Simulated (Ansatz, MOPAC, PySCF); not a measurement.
Noncovalent pair: disiloxane (SMILES [SiH3]O[SiH3]) (first 9 atoms) with hydrogen (SMILES [H][H]); geometry from B3LYP-D3(BJ)/def2-TZVP.
(charge 0, multiplicity 1):
```xyz
11

Si    -0.6466    -1.2714    -0.3350
O     -0.0073     0.0448     0.4032
Si     0.9583     1.3640     0.2865
H     -1.6257    -1.8860     0.5850
H     -1.3225    -0.8710    -1.5914
H      0.4232    -2.2463    -0.6504
H      2.3642     0.9475     0.0746
H      0.8492     2.1280     1.5466
H      0.5271     2.2097    -0.8514
H     -0.6521    -0.1716     2.9717
H     -0.7889    -0.2665     3.6975
```

Interaction energies are E(AB) − E(A) − E(B) at the monomers' geometry in the complex; basis-set methods are counterpoise corrected.

The state that AM1 reach isn't checked.

Run with Ansatz (Gaussian orbitals); MOPAC for AM1 (differences of heats of formation); PySCF for the dispersion terms. Each number belongs to the level named beside it.

### Question
One of these levels gives -0.65 kcal/mol for the interaction energy. Which?
(A) B3LYP-D4/def2-TZVPPD
(B) HF/aug-cc-pV(D+d)Z
(C) AM1

### Answer
A, B3LYP-D4/def2-TZVPPD. The others give -0.08 (AM1), 0.38 (HF/aug-cc-pV(D+d)Z)

Ansatz is an electronic-structure program.
